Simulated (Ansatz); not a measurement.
Basis-set series for `[CH3][Ti]([F])([F])[Cl]`. Charge 0, multiplicity 1. Geometry: relaxed with PBE0-D4/def2-TZVP.

```xyz
8

C     0.6885   -0.5532    0.6088
Ti   -0.5527    0.5620   -0.5479
F    -0.8238    2.0314    0.3543
F     0.3243    0.8338   -2.0323
Cl   -2.3602   -0.6433   -0.8125
H     1.6100    0.0157    0.7667
H     0.2029   -0.7540    1.5675
H     0.9111   -1.4925    0.0954
```

| functional | basis | functions | energy (Eh) | HOMO (eV) | LUMO (eV) |
| --- | --- | --- | --- | --- | --- |
| PBE0-D4 | def2-TZVPP | 241 | -1549.01708 | -8.94 | -2.84 |
| PBE0-D4 | def2-QZVPP | 424 | -1549.05983 | -8.93 | -2.84 |
| ωB97M-V | def2-TZVPP | 241 | -1549.44759 | -11.30 | -0.54 |
| ωB97M-V | def2-QZVPP | 424 | -1549.48776 | -11.29 | -0.55 |

(1) Give the rows for def2-SVP. (Best estimate.)

Results:

(1) Ansatz gave: 
```csv
functional,basis,functions,energy (Eh),HOMO (eV),LUMO (eV)
PBE0-D4,def2-SVP,106,-1548.44808,-8.96,-2.90
ωB97M-V,def2-SVP,106,-1548.87228,-11.29,-0.55
```

Scalar relativity is left out up to krypton.
